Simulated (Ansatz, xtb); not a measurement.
**Relative energy of two isomers of C2H5BS**

Structure a: `B/C=C\S`, a singlet. Structure b: `BC(=C)S`, a singlet. Both are isolated molecules in the gas phase, relaxed with PBE-D3(BJ)/def2-SVP; the shapes shown needn't be the lowest conformers.

a (Å):

```xyz
9

C     0.1280   -0.2804   -0.2876
C    -1.1145    0.1419   -0.7068
B     1.0736   -1.2091   -1.0401
S    -1.9814   -0.2249   -2.1658
H     2.1544   -1.5200   -0.5759
H     0.7763   -1.6717   -2.1349
H     0.4198    0.1235    0.6982
H    -1.7175    0.8205   -0.0746
H    -1.0185   -1.0383   -2.6987
```

b (Å):

```xyz
9

C    -0.3496   -0.3279   -1.0249
C    -0.5314    0.0669    0.2717
B     0.6474   -1.4726   -1.3254
S    -1.2552    0.4759   -2.3309
H     1.2398   -1.9879   -0.3960
H     0.8477   -1.8627   -2.4619
H    -1.2222    0.8742    0.5710
H     0.0327   -0.4364    1.0713
H    -0.7253   -0.2599   -3.3447
```

Task: Estimate E(b) − E(a) at the level CCSD(T)/def2-TZVP.

Result: Too close to call at this level: CCSD(T)/def2-TZVP gives E(b) − E(a) = +3.37 kJ/mol.

The same difference at several levels:

```tsv
level	geometry	E(b) − E(a) (kJ/mol)	departure from the last row (kJ/mol)	job, with rough time for the two
GFN2-xTB	GFN2-xTB	+16.58	+13.22	optimisation, 0.15 s
HF/STO-3G	GFN2-xTB	+11.87	+8.50	single point, 0.2 s
r2SCAN-D4/def2-SVP	GFN2-xTB	+18.99	+15.63	single point, 2.7 s
PBE-D3(BJ)/def2-SVP	PBE-D3(BJ)/def2-SVP	+21.41	+18.04	optimisation, 13 s
HF/def2-TZVP	PBE-D3(BJ)/def2-SVP	−0.68	−4.05	part of the CCSD(T) run
MP2/def2-TZVP	PBE-D3(BJ)/def2-SVP	+5.52	+2.15	part of the CCSD(T) run
CCSD(T)/def2-TZVP	PBE-D3(BJ)/def2-SVP	+3.37		single point, 54 s
```

As drawn, both hold the same kinds of bond in the same numbers.

The largest departure from CCSD(T)/def2-TZVP is that of PBE-D3(BJ)/def2-SVP, 18.04 kJ/mol.

With harmonic frequencies from PBE-D3(BJ)/def2-SVP (ideal gas, rigid rotor, one conformer each, 298.15 K, 1 atm): on the last row, ΔE + ΔZPE = +0.82, ΔH = +2.17, ΔG = −0.73 kJ/mol.

The correlated steps freeze 8 core orbitals. Programs: Ansatz 0.2.0, xtb 6.7.1; the last row on 2 threads of Arm Neoverse V2 on a shared host.
